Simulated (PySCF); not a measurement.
Static response to an electric field

Compound: C₃H₁₁ClOSi₂.
Cartesian coordinates in Å at the GFN2-xTB level; atoms count from 1:
```
atom  x, y, z in Å
C1     2.6828    0.8137    0.4026
O2     1.5054    0.0847    0.1813
C3     1.5200   -0.7130   -0.9927
Si4   -0.2857   -1.3360   -1.0610
Si5   -1.2883    0.4975   -0.0582
C6    -3.1759    0.4646   -0.4287
Cl7   -3.8392   -1.1012    0.1108
H8     2.5370    1.3766    1.3228
H9     2.8780    1.5074   -0.4250
H10    3.5465    0.1470    0.5131
H11    1.7911   -0.0983   -1.8604
H12    2.2758   -1.5013   -0.9070
H13   -0.3533   -2.6083   -0.3310
H14   -0.6042   -1.6692   -2.4602
H15   -0.8683    1.8151   -0.5693
H16   -1.1918    0.5440    1.4045
H17   -3.7282    1.2336    0.1041
H18   -3.4106    0.5494   -1.4869
```

Level: CAM-B3LYP/def2-SVPD (PySCF), static field, nuclei fixed, core orbitals frozen in the response. The polarisability tensor in these axes (au):

```
x   128.81   5.61  -1.79
y     5.61 109.74   5.77
z    -1.79   5.77  96.41
```

Task: Diagonalise the tensor; give its mean and Δα, where Δα² is half the sum of the squared differences of the eigenvalues.

Result: Principal values 93.87, 110.75 and 130.34 au; mean 111.65 au = 16.55 Å³ = 18.41 × 10⁻⁴⁰ C²·m²/J; Δα = 31.61 au (28 % of the mean).

Task: What is the dipole moment, and where does it point?

Result: (2.59, 1.59, -1.11) D, 3.24 D in size, pointing from the negative to the positive side. Measured along this direction, the outermost atoms are Cl7 at the negative end and H9 at the positive end.

Task: Molar refractivity from α?

Result: Lorentz–Lorenz: R = (4π/3)N_A α = 2.5225 cm³/(mol·Å³) × 16.55 Å³ = 41.7 cm³/mol, in the limit of long wavelengths.

Task: Traceless (Buckingham) quadrupole moment about the centre of nuclear charge: eigenvalues?

Result: -4.49, -1.01, 5.50 D·Å. The values depend on the origin, since the dipole doesn't vanish. The electronic extent ⟨r²⟩ about the same centre is 2032 bohr², a root-mean-square distance of 2.63 Å for the 82 electrons.

Task: Orientational against electronic polarisability at 298 K (dilute gas, rigid molecules)?

Result: In Gaussian units μ²/3kT = 85.05 Å³ against 16.55 Å³, a ratio of 5.14; the Debye molar polarisation (4π/3)N_A(α + μ²/3kT) is 256.3 cm³/mol, leaving out the vibrational part.

One conformer (not necessarily the lowest) at the GFN2-xTB geometry, without solvent, vibrations or thermal averaging.
